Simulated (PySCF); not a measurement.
H12OP2Si4.
InChI=1S/H12OP2Si4/c2-6-1-7-3(4)5/h2,6-7H2,4-5H3

Torsions of this conformer, `[SiH3:1][P:2]([SiH3:3])[SiH2:4][O:5][SiH2:6][PH2:7]`: Si1–P2–Si4–O5 83°, P2–Si4–O5–Si6 12°, Si4–O5–Si6–P7 -27°, H–P7–Si6–O5 -169°, H–P7–Si6–O5 96°.

The closed-shell ground state was solved at several levels (PySCF, density fitting, gas phase, non-relativistic). Isolated species at its PBE0-D3(BJ)/def2-SVP geometry (one conformer only).

```json
{"level": "KT2/pcSseg-1", "basis functions": "221", "HOMO (eV)": "-6.34", "LUMO (eV)": "-1.44", "gap (eV)": "4.90", "dipole (D)": "0.30"}
{"level": "PBE0/pcSseg-1", "basis functions": "221", "HOMO (eV)": "-7.33", "LUMO (eV)": "-0.48", "gap (eV)": "6.85", "dipole (D)": "0.27"}
```

Task: Estimate the row for CAM-B3LYP/def2-SVPD, a basis of 263 functions; the other rows only guide the guess.

Result: HOMO -8.47 eV, LUMO 0.44 eV, gap 8.91 eV, dipole 0.27 D.

Task: Over all these levels, which gives the widest orbital gap and which the narrowest?

Result: CAM-B3LYP/def2-SVPD (range-separated hybrid) has the widest, 8.91 eV, and KT2/pcSseg-1 (GGA) the narrowest, 4.90 eV. Functional and basis both differ between the two, so the spread mixes both effects.

Task: How far do the dipole and the HOMO energy spread over the levels?

Result: The dipole runs from 0.27 to 0.30 D (mean 0.28 D) and the HOMO from -8.47 to -6.34 eV.
